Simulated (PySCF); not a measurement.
## Optical rotation: SMILES N#CC=C=C(C#N)C=O, C6H2N2O

Geometry (Å), atoms numbered from 1 in this order:
```xyz
11

N     3.0690    0.2823    1.5666
C     2.3434    0.0181    0.7030
C     1.4737   -0.3202   -0.3774
C     0.2063    0.0087   -0.4065
C    -1.0845    0.2805   -0.4193
C    -1.5941    1.4959   -0.9774
N    -2.0603    2.4605   -1.4190
C    -2.0711   -0.7075    0.1689
O    -1.7512   -1.7682    0.6165
H     1.9031   -0.8804   -1.2200
H    -3.1275   -0.3492    0.1427
```

Level of theory: PySCF 2.14.0, TDDFT CAM-B3LYP/aug-cc-pVDZ circular dichroism and optical rotation, one conformer, gas phase. Geometry: PBE0-D3(BJ)/def2-SVP.

No stereocentre is labelled: unless the shape is locked (an allene, a helicene, a hindered biaryl), the mirror image is equally populated and a measured rotation or CD is zero.

Problem. What is the specific rotation at 633, 589.3, 546, 436, 405, 365 nm?

Solution. [α] in deg dm⁻¹ (g/mL)⁻¹:
| λ (nm) | origin-invariant length gauge | modified velocity gauge | length gauge (centre of mass) | isotropic polarisability (au) |
| --- | --- | --- | --- | --- |
| 633 | -71.0 | -74.5 | -71.6 | 92.7 |
| 589.3 | -83.1 | -87.8 | -83.9 | 93.3 |
| 546 | -98.1 | -104.4 | -99.0 | 94.2 |
| 436 | -139.6 | -159.9 | -141.4 | 97.9 |
| 405 | -121.0 | -155.8 | -123.3 | 99.7 |
| 365 | +181.9 | +77.5 | +178.7 | 103.2 |

The shortest wavelength is close to the first absorption, where this undamped response comes out too large.

Problem. And for the mirror image at 589.3 nm?

Solution. +83.1 deg dm⁻¹ (g/mL)⁻¹ (origin-invariant length gauge): the same size and the opposite sign.

Problem. What is the molar rotation [Φ] = [α]·M/100 of the geometry above at 589.3 nm?

Solution. With M = 118.09 g/mol, -98.2 deg cm² dmol⁻¹ (origin-invariant length gauge).

The first excitation lies at 3.74 eV (332 nm) with R = +2.3 × 10⁻⁴⁰ esu² cm² (velocity form).
